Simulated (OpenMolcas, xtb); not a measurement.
CH2NOSi (SMILES O=C=N[SiH2]): methods side by side

CH2NOSi: 6 atoms, total charge 0, spin state doublet. As SMILES, `O=C=N[SiH2]`. The coordinates come from a PBE0-D4/def2-TZVP relaxation.

Each level gives the vertical electron affinity (to the singlet anion) (eV). The values are calculated.

The electron affinity is E(neutral) − E(anion): positive where the electron is bound.

```json
{"level": "GFN2-xTB", "kind": "semi-empirical", "program": "xtb", "value (eV)": "4.95", "CPU time (all runs)": "under 2 s"}
{"level": "UHF/6-311+G**", "kind": "Hartree–Fock", "program": "OpenMolcas", "value (eV)": "0.08", "CPU time (all runs)": "30 s"}
{"level": "USVWN5/6-311+G**", "kind": "LDA", "program": "OpenMolcas", "value (eV)": "1.43", "CPU time (all runs)": "56 s"}
{"level": "U-revPBE/6-311+G**", "kind": "GGA", "program": "OpenMolcas", "value (eV)": "1.13", "CPU time (all runs)": "84 s"}
{"level": "UM06-L/6-311+G**", "kind": "meta-GGA", "program": "OpenMolcas", "value (eV)": "1.06", "CPU time (all runs)": "96 s"}
{"level": "UTPSS/6-311+G**", "kind": "meta-GGA", "program": "OpenMolcas", "value (eV)": "1.13", "CPU time (all runs)": "1.7 min"}
{"level": "UBHLYP/6-311+G**", "kind": "global hybrid", "program": "OpenMolcas", "value (eV)": "1.06", "CPU time (all runs)": "78 s"}
```

Where it was recorded, the anion's HOMO is positive in USVWN5/6-311+G**, U-revPBE/6-311+G**, UM06-L/6-311+G**, UTPSS/6-311+G**: a fault of the level (basis or self-interaction), which says nothing on whether the real anion is bound. The values span 0.08 to 4.95 eV. The xTB values lack the empirical shift that such differences need. Times are those of the runs behind each value, whatever else they computed, on shared processors of several kinds: orders of magnitude only.
